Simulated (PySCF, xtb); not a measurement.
Si(H)(Cl)3 cation (Cl3HSi), SMILES [SiH](Cl)(Cl)Cl (connectivity only; charge and spin as stated), charge +1, multiplicity 2.

Harmonic wavenumbers (cm⁻¹) from GFN2-xTB in xtb at its own minimum, in rising order: 126, 126, 193, 255, 257, 386, 557, 558, 1852.

**Question.** What does PySCF with PBE0-D3(BJ)/def2-SVP give at its own minimum? (An estimate is asked for; the answer gives what the named calculation found.)

**Answer.** 132, 132, 170, 170, 219, 425, 684, 684, 1363. Paired by order, the mean absolute difference is 104 cm⁻¹ and the zero-point energies are 6.2 and 5.7 kcal/mol.
